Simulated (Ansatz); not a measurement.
`N[Si]1(F)CS1` → `FC1N[SiH2]S1`  (isomerisation)

Computed with Ansatz on PBE0-D4/def2-TZVP structures; ΔE is electronic, products minus reactants. CBS: MP2 limit from def2 TZ/QZ plus the TZ coupled-cluster correction, frozen cores. Functionals use def2-TZVPP. One conformer a species, not always the lowest.

| level | ΔE (kJ/mol) | difference from CCSD(T)/CBS |
| --- | --- | --- |
| PBE-D4 | 209.4 | -21.4 |
| PBE | 210.0 | -20.8 |
| r2SCAN | 227.5 | -3.3 |
| HF/def2-TZVPP | 221.7 | -9.1 |
| MP2/def2-TZVPP | 236.4 | 5.6 |
| SCS-MP2/def2-TZVPP | 228.7 | -2.1 |
| CCSD(T)/def2-TZVPP | 224.7 | -6.1 |
| HF/def2-QZVPP | 223.5 | -7.3 |
| SCS-MP2/def2-QZVPP | 233.1 | 2.3 |
| CCSD/CBS(def2) | 232.0 | 1.2 |
| CCSD(T)/CBS | 230.8 | 0 |

Largest T1 diagnostic among the species: 0.012.

From PBE to PBE0 (25 % exact exchange), in def2-TZVPP and without D4, ΔE moves by +4.9 kJ/mol.
